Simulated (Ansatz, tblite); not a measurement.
Cost and result up the ladder for 4CzIPN, `N#Cc1c(-n2c3ccccc3c3ccccc32)c(C#N)c(-n2c3ccccc3c3ccccc32)c(-n2c3ccccc3c3ccccc32)c1-n1c2ccccc2c2ccccc21` (94 atoms). The state is a singlet with charge 0. Geometry: PBE-D4/def2-SVP.

Cartesian coordinates in Å:
```
N 2.644 2.883 -2.461
C 1.840 2.143 -2.033
C 0.882 1.214 -1.521
C 0.118 0.436 -2.424
N 0.184 0.683 -3.803
C -0.182 1.883 -4.438
C -0.720 3.052 -3.884
C -1.025 4.103 -4.759
C -0.808 3.986 -6.149
C -0.287 2.807 -6.696
C 0.029 1.738 -5.839
C 0.547 0.400 -6.055
C 0.961 -0.310 -7.196
C 1.447 -1.614 -7.047
C 1.535 -2.210 -5.770
C 1.132 -1.524 -4.616
C 0.628 -0.227 -4.778
C -0.715 -0.595 -1.923
C -1.605 -1.272 -2.813
N -2.353 -1.804 -3.545
C -0.761 -0.874 -0.529
N -1.576 -1.919 -0.072
C -2.525 -1.836 0.965
C -3.080 -0.699 1.565
C -4.018 -0.898 2.587
C -4.411 -2.196 2.978
C -3.887 -3.326 2.338
C -2.936 -3.151 1.319
C -2.218 -4.067 0.453
C -2.177 -5.469 0.355
C -1.320 -6.060 -0.581
C -0.501 -5.264 -1.410
C -0.525 -3.865 -1.331
C -1.396 -3.280 -0.401
C -0.019 -0.069 0.383
N -0.086 -0.317 1.762
C 0.234 -1.531 2.395
C 0.739 -2.715 1.842
C 0.991 -3.784 2.713
C 0.765 -3.667 4.101
C 0.300 -2.466 4.650
C 0.034 -1.383 3.796
C -0.414 -0.022 4.019
C -0.778 0.701 5.167
C -1.210 2.026 5.028
C -1.306 2.622 3.753
C -0.956 1.918 2.592
C -0.485 0.607 2.744
C 0.792 0.991 -0.119
N 1.544 1.798 0.747
C 2.393 1.343 1.774
C 2.909 0.060 1.991
C 3.743 -0.124 3.102
C 4.076 0.950 3.955
C 3.595 2.241 3.701
C 2.747 2.447 2.600
C 2.098 3.619 2.043
C 2.043 4.967 2.434
C 1.268 5.862 1.686
C 0.544 5.417 0.559
C 0.584 4.077 0.149
C 1.373 3.192 0.895
H -0.906 3.143 -2.804
H -1.444 5.035 -4.352
H -1.057 4.830 -6.808
H -0.133 2.713 -7.782
H 0.908 0.158 -8.190
H 1.772 -2.181 -7.932
H 1.930 -3.233 -5.675
H 1.218 -1.988 -3.624
H -2.800 0.315 1.253
H -4.454 -0.022 3.089
H -5.150 -2.318 3.784
H -4.216 -4.337 2.624
H -2.804 -6.089 1.012
H -1.280 -7.156 -0.671
H 0.165 -5.746 -2.140
H 0.118 -3.259 -1.983
H 0.939 -2.816 0.767
H 1.369 -4.730 2.298
H 0.970 -4.526 4.758
H 0.148 -2.367 5.736
H -0.727 0.229 6.160
H -1.489 2.607 5.920
H -1.659 3.659 3.659
H -1.056 2.389 1.606
H 2.677 -0.778 1.322
H 4.144 -1.128 3.307
H 4.733 0.772 4.818
H 3.878 3.083 4.350
H 2.595 5.310 3.322
H 1.218 6.921 1.978
H -0.059 6.134 -0.017
H 0.015 3.747 -0.730
```

Ansatz on 11 threads of AMD EPYC 7R13 on a shared host and a whole NVIDIA H100 80GB HBM3; xTB runs through tblite on one thread. Times are rough, summed over both states, and most runs start from the orbitals of an earlier one. PBE0-D4/def2-SVP serves as the yardstick here, not as an exact answer. The other state is a triplet.

The xTB rows come from tblite. Single mean-field runs in def2-SVP are fitted with def2-universal-jkfit.

xTB has no spin-polarisation term.

```
                        level  functions  wall time  vertical triplet (eV)  difference from PBE0-D4/def2-SVP (eV)
                     GFN2-xTB        280      1.8 s                   2.27                                  -0.34
                     GFN1-xTB        312      2.1 s                   2.32                                  -0.29
PBE-D4/def2-SVP (with forces)       1028       43 s                   2.19                                  -0.42
             PBE0-D4/def2-SVP       1028       60 s                   2.61                                   0.00
```
